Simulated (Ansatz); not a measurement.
`NB(N)Cl` + `[SiH3][O][Mg][SH]` → `NB(Cl)O[SiH3]` + `[NH2][Mg][SH]`  (redistribution)

Program: Ansatz. Geometries: PBE0-D4/def2-TZVP. ΔE: electronic, gas phase. CCSD(T)/CBS adds triple-zeta CCSD(T) − MP2 to the extrapolated MP2 energy (def2 sets, frozen cores). DFT in def2-TZVPP. B3LYP here is the variant with VWN-RPA as its local correlation; programs differ in this. HSE06 is defined as in plane-wave codes. For Mg outer-core shells are correlated without core-valence functions, which leaves a few kJ/mol of doubt a bond. Each species was taken in one conformer, which may not be the lowest.

| level | ΔE (kJ/mol) | difference from CCSD(T)/CBS |
| --- | --- | --- |
| PBE-D4 | 69.8 | -6.7 |
| revPBE-D4 | 70.2 | -6.3 |
| BLYP-D4 | 68.2 | -8.3 |
| r2SCAN-D4 | 73.7 | -2.8 |
| B97M-V | 72.0 | -4.5 |
| PBE0-D4 | 72.8 | -3.7 |
| B3LYP-D4 | 70.9 | -5.6 |
| r2SCAN0-D4 | 75.1 | -1.4 |
| HSE06-D4 | 72.6 | -3.9 |
| BHLYP-D4 | 73.4 | -3.1 |
| CAM-B3LYP-D4 | 72.3 | -4.2 |
| ωB97X-V | 72.9 | -3.6 |
| ωB97M-V | 71.6 | -4.9 |
| B2PLYP | 73.9 | -2.6 |
| PBE-QIDH | 75.9 | -0.6 |
| PBE | 71.5 | -5.0 |
| revPBE | 72.5 | -4.0 |
| BLYP | 71.3 | -5.2 |
| r2SCAN | 74.3 | -2.2 |
| PBE0 | 74.5 | -2.0 |
| B3LYP | 73.6 | -2.9 |
| r2SCAN0 | 75.8 | -0.7 |
| HSE06 | 74.3 | -2.2 |
| BHLYP | 75.8 | -0.7 |
| CAM-B3LYP | 74.2 | -2.3 |
| LC-ωPBE | 77.8 | 1.3 |
| RPA@PBE/def2-TZVPP | 69.1 | -7.4 |
| HF/def2-SVP | 88.3 | 11.8 |
| MP2/def2-SVP | 83.2 | 6.7 |
| CCSD(T)/def2-SVP | 80.6 | 4.1 |
| HF/def2-TZVPP | 76.8 | 0.3 |
| MP2/def2-TZVPP | 74.2 | -2.3 |
| SCS-MP2/def2-TZVPP | 74.3 | -2.2 |
| CCSD/def2-TZVPP | 72.6 | -3.9 |
| CCSD(T)/def2-TZVPP | 71.2 | -5.3 |
| MP2/def2-QZVPP | 77.8 | 1.3 |
| SCS-MP2/def2-QZVPP | 77.8 | 1.3 |
| HF/CBS(def2) | 78.8 | 2.3 |
| MP2/CBS(def2) | 79.5 | 3.0 |
| CCSD/CBS(def2) | 77.9 | 1.4 |
| CCSD(T)/CBS | 76.5 | 0 |

Largest T1 diagnostic among the species: 0.011.

At CCSD(T), def2-SVP lies +4.1 kJ/mol from the extrapolated value and def2-TZVPP −5.3 kJ/mol. From PBE to PBE0 (25 % exact exchange), in def2-TZVPP and without D4, ΔE moves by +3.0 kJ/mol. Leaving LDA and LC-ωPBE aside and taking each functional with its dispersion term where it has one, the values spread over 7.7 kJ/mol, from BLYP-D4 to PBE-QIDH.
